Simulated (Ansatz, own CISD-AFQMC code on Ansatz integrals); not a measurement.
CH4OSi, SMILES `O=C[SiH3]` (charge 0, multiplicity 1).

Cartesian coordinates (Å):
SMILES: O=C[SiH3]
```xyz
7

O      1.9398     0.2546     0.6512
C      1.1151     0.0583    -0.2090
Si    -0.7803    -0.0258     0.1420
H      1.4522    -0.0829    -1.2646
H     -1.4424     1.0266    -0.6654
H     -1.2721    -1.3488    -0.3111
H     -1.0259     0.1719     1.5840
```
Charge 0, multiplicity 1.

Frozen-core energies in cc-pVDZ from Ansatz (a program for electronic structure) at a geometry from B3LYP-D3(BJ)/def2-TZVP; the HF reference has <S^2> = 0.00 and the T1 diagnostic is 0.016.

```
level                                                                             energy (Ha)  difference from CCSDT(Q) (mHa)
--------------------------------------------------------------------------------  -----------  ------------------------------
HF                                                                                 -403.96228                          465.67
MP2                                                                                -404.37625                           51.70
CCSD                                                                               -404.41205                           15.90
CCSD(T)                                                                            -404.42572                            2.23
CCSDT                                                                              -404.42666                            1.28
phaseless AFQMC, CISD trial (own CISD-AFQMC code on Ansatz integrals; ±0.40 mHa)   -404.42655                            1.39
CCSDT(Q)                                                                           -404.42795                            0.00
```
